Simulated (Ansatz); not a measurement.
A run for Ansatz (a quantum-chemistry and plane-wave program): R-r2SCAN/def2-TZVPPD on HI (SMILES I) with ghost functions, monomers drawn apart or pushed together. Elements past Kr take the def2 small-core potentials; no spin–orbit coupling. Files ending in .json are basis or fitting sets from the Basis Set Exchange.

Ansatz 0.2 input:
```yaml
crystal:
  periodic: [false, false, false]
  atoms:
    - {symbol: I, position_ang: [0.10903627, -0.05182907, 4.36314234]}
    - {symbol: H, position_ang: [-1.47691610, 0.18277802, 4.16411219]}
basis:
  gaussian:
    orbitals: def2-TZVPPD.json
    ghost_atoms:
      - {symbol: O, position_ang: [1.13097344, -0.11991734, -0.02415050]}
      - {symbol: C, position_ang: [-0.00881629, 0.04349541, 0.10863795]}
      - {symbol: O, position_ang: [-1.15079624, 0.20741376, 0.23111172]}
hamiltonian:
  xc: {name: r2SCAN}
scf: {lower_state_search: off}
```

The log:

```
WARN ansatz: RAYON_NUM_THREADS=1 ignored (pool sized by the plan → 1); use --threads N
Functional definition: r2SCAN
these checks for a lower state are left out or cut short: stability, starts, cluster_reference, orbital_swaps, neighbouring_geometries, increment
integrals: 0.09 GiB planned
993 factors; their error is unknown
mean field: 0.67 GiB planned
mean field evaluation 1: about -8120.3529 eV, gradient 6.3e0 eV
mean field evaluation 2: about -8120.3473 eV, gradient 8.5e0 eV
mean field evaluation 4: about -8120.4631 eV, gradient 5.7e-1 eV
mean field evaluation 8: about -8120.4517 eV, gradient 8.9e-3 eV
mean field -8120.45172071 eV, -298.4210964961 hartree, gradient 1.1e-6 eV, S^2 0.000000; 0 other end points of the search recorded, 0 dependent functions left out
reference -8120.45173238 eV, -298.4210969250 hartree; 13, 13 occupied and 180, 180 virtual orbitals, 993 factors
Total energy: -8120.45173238 eV, -298.4210969250 hartree
Checks for a lower state left out: stability, starts, cluster_reference, orbital_swaps, neighbouring_geometries, increment
```

Self-consistency was reached.

Cost: around 3.0 core-seconds (rough).
